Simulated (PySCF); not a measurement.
BrZn, doublet, geometry from GFN2-xTB (such geometries of metal compounds can be far from the true shape) (the spin is typed, not shown lowest), atoms displaced at random by about 0.03 Å a coordinate. Base run: PBE/6-31G, gradient run with PySCF.

PySCF was given this input:
```python
from pyscf import gto, scf, dft

mol = gto.Mole()
mol.atom = '''
    Zn    0.014786    0.011512   -1.283881
    Br   -0.001677   -0.025794    1.178529
'''
mol.basis = '6-31g'
mol.charge = 0
mol.spin = 1
mol.verbose = 3
mol.build()

mf = dft.UKS(mol)
mf.xc = 'pbe'
mf.kernel()
g = mf.nuc_grad_method()
grad = g.kernel()
```

The coordinate followed is x of atom 2.

The base run was repeated with changes; each row names its change, and settings that it needs were set with it.

```tsv
change	dE/dx (Eh/bohr)	net force (Eh/bohr)
base	-0.000098	0.000042
grids.level = 0; grid_response = on	0.000015	0.000000
finite difference step (bohr) = 1e-3; conv_tol = 1e-11	-0.000092	-
grids.level = 1; grid_response = off	-0.000008	0.000736
finite difference step (bohr) = 1e-5; conv_tol = 1e-11	-0.000091	-
conv_tol = 1e-6	-0.000098	0.000042
grids.level = 0; grid_response = off	-0.000217	0.001860
grid_response = on	-0.000092	0.000000
density fitting = on; auxbasis_response = off	-0.000100	0.000663
grids.level = 5; grid_response = on	-0.000084	0.000000
grids.level = 5; grid_response = off	-0.000084	0.000001
conv_tol = 1e-4	-0.000098	0.000042
```

The net force is zero for an exact gradient.

Open shells are given as the SCF converged; they aren't shown to be the lowest states, and a large step between rows can be another state.
